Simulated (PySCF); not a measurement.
# `InChI=1S/CH3.BrH.ClH.Ga/h1H3;2*1H;/q;;;+2/p-2`

Geometry:
| atom | x (Å) | y (Å) | z (Å) |
| --- | --- | --- | --- |
| C1 | -1.001 | -0.302 | 0.121 |
| Ga2 | 0.979 | 0.176 | 0.124 |
| Cl3 | 2.608 | -1.123 | -0.087 |
| Br4 | 1.507 | 2.404 | 0.366 |
| H5 | -1.461 | 0.045 | -0.808 |
| H6 | -1.122 | -1.383 | 0.200 |
| H7 | -1.506 | 0.189 | 0.956 |

The calculation used GIAO B3LYP/aug-pcSseg-1 magnetisability, rotational g tensor and spin-rotation constants, non-relativistic, gas phase (PySCF 2.14.0). Geometry: GFN2-xTB.

The calculation is non-relativistic, which matters for the atoms heavier than Zn.

Problem. Give the nuclear spin-rotation constants along the inertial axes (H = +C I·J) beside the isotropic shieldings.

Solution. Rotational constants 3.2257, 1.3067, 0.9354 GHz. A star marks the isotopologue with that one atom substituted, in its own axes.
```tsv
atom	isotope	Caa (kHz)	Cbb (kHz)	Ccc (kHz)	mean (kHz)	σ (ppm)
Ga2	69Ga	6.889	2.393	2.073	3.785	1229.8
Cl3	35Cl	0.793	0.271	0.151	0.405	800.2
Br4	79Br	2.348	2.265	1.067	1.893	2336.8
H5	1H	-0.371	-0.110	-0.010	-0.164	30.6
H6	1H	0.022	-0.138	-0.105	-0.074	30.7
H7	1H	-0.259	-0.098	-0.051	-0.136	30.6
C1	13C*	0.458	0.165	0.139	0.254	169.5
```
For the geometry as given, no vibrational averaging.

Problem. How do the rotational constants and the g tensor change when H5, H6, H7 are replaced by deuterium?

Solution. Constants 2.8056, 1.2839, 0.8906 GHz; g -0.0067, -0.0053, -0.0033, against -0.0074, -0.0055, -0.0034 before.
